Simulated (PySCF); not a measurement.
A small calculation by hand: dipole moment from atomic charges

GeHCl, SMILES [Cl][GeH] (connectivity only; charge and spin as stated), neutral, multiplicity 1. Atoms are numbered in the order given.

```xyz
3

Ge     0.0512     0.7369     0.0000
H     -1.5334     0.8869     0.0000
Cl    -0.0062    -1.4393     0.0000
```
Charge 0, spin multiplicity 1.

Geometry: ωB97X-D3(BJ)/def2-TZVP.

Charges (e) from B3LYP/def2-TZVPD run with PySCF:

| atom | IAO | ESP fit |
|---|---|---|
| Ge1 | 0.411 | 0.226 |
| H2 | -0.120 | -0.052 |
| Cl3 | -0.291 | -0.174 |

The dipole moment of the full density is 1.75 D.

Problem. What dipole moment does each set of point charges give, and which comes closer to that of the density?

Solution. 
μ = Σ q r, and 1 e Å = 4.8032 D.
IAO: Σ q r = (0.207, 0.615, 0.000) e Å, |μ| = 3.12 D.
ESP fit: Σ q r = (0.092, 0.371, 0.000) e Å, |μ| = 1.84 D.
ESP fit comes closer in size. Point charges leave out the atoms' own dipoles (lone pairs, polarised bonds); fits to the potential absorb them, partitions of the density don't.
